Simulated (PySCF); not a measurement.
Identify the unknown among the candidates.

All candidates are C6H9FO.

- UV, strongest line: among the 8 lowest singlet transitions: S2 at 5.49 eV (226 nm, f = 0.228) [TDDFT B3LYP/def2-SVPD]
- Triplet: lowest triplet excitation (Tamm–Dancoff): 3.22 eV [TDA B3LYP/def2-SVPD]
- UV, first state: lowest singlet excitation: 3.69 eV (336 nm, f = 0.001) [TDDFT B3LYP/def2-SVPD]
- Dipole: 1.37 D [B3LYP/def2-SVPD]
- Rotational structure: rotational constants A, B, C: 3.191, 1.561, 1.208 GHz [GFN2-xTB]
- Polarisability: 77.2 au [B3LYP/def2-SVPD]

The electronic properties come from PySCF, for the isolated species, density fitting. Levels stand in brackets. Isolated species at its GFN2-xTB geometry (one conformer only).

Task: Which candidate is it?
A. `C[C@@H]1C=C[C@@H](CF)O1`
B. `CCO[C@@H]1C/C1=C/F`
C. `C=C(F)C(=O)C(C)C`
D. `FC[C@@H]1C=COCC1`

Result: C. It is `C=C(F)C(=O)C(C)C`. Numbering: `[CH2:1]=[C:2]([F:3])[C:4](=[O:5])[CH:6]([CH3:7])[CH3:8]`. Its formula, C6H9FO, gives 2 degrees of unsaturation: 0 rings and 2 π bonds in the structure found. S1 is mainly HOMO→LUMO (weight 0.98); the largest Löwdin shares of the orbital it empties are 0.58 on the ketone oxygen, 0.12 on the ketone carbonyl carbon, 0.11 on the sp3 carbon next to a carbonyl and 0.08 on the vinylic C–F carbon, of the orbital it fills 0.23 on the ketone carbonyl carbon, 0.22 on the terminal =CH2 carbon, 0.22 on the ketone oxygen and 0.16 on the vinylic C–F carbon. The optimised geometry has point group C1 and is an asymmetric top.

The others, at the same levels:
- `CCO[C@@H]1C/C1=C/F` fails: its computed lowest singlet excitation is 5.88 eV (211 nm, f = 0.003) (against 3.69 eV), lowest triplet excitation (Tamm–Dancoff) is 4.38 eV (against 3.22 eV) and strongest line among the 8 lowest singlet transitions is S5 at 7.12 eV (174 nm, f = 0.118) (against S2 at 5.49 eV).
- `FC[C@@H]1C=COCC1` fails: its computed lowest singlet excitation is 5.76 eV (215 nm, f = 0.047) (against 3.69 eV), lowest triplet excitation (Tamm–Dancoff) is 4.33 eV (against 3.22 eV) and strongest line among the 8 lowest singlet transitions is S2 at 6.37 eV (195 nm, f = 0.059) (against S2 at 5.49 eV).
- `C[C@@H]1C=C[C@@H](CF)O1` fails: its computed lowest singlet excitation is 5.80 eV (214 nm, f = 0.092) (against 3.69 eV), lowest triplet excitation (Tamm–Dancoff) is 4.40 eV (against 3.22 eV) and strongest line among the 8 lowest singlet transitions is S6 at 7.38 eV (168 nm, f = 0.111) (against S2 at 5.49 eV).

Each candidate is one conformer, not necessarily the lowest. Dipoles, sizes and rotational constants follow the conformer. The torsions of the flexible species, by atom-mapped SMILES:
- `[CH2:1]=[C:2]([F:3])[C:4](=[O:5])[CH:6]([CH3:7])[CH3:8]`: C1–C2–C4–O5 -1°, C2–C4–C6–C7 162°
- `[CH3:1][CH2:2][O:3][C@@H:4]1[CH2:5]/[C:6]1=[CH:7]/[F:8]`: C1–C2–O3–C4 179°, C2–O3–C4–C5 148°
- `[CH3:1][C@@H:2]1[CH:3]=[CH:4][C@@H:5]([CH2:6][F:7])[O:8]1`: C4–C5–C6–F7 -73°

The conformers of `FC[C@@H]1C=COCC1` aren't listed.
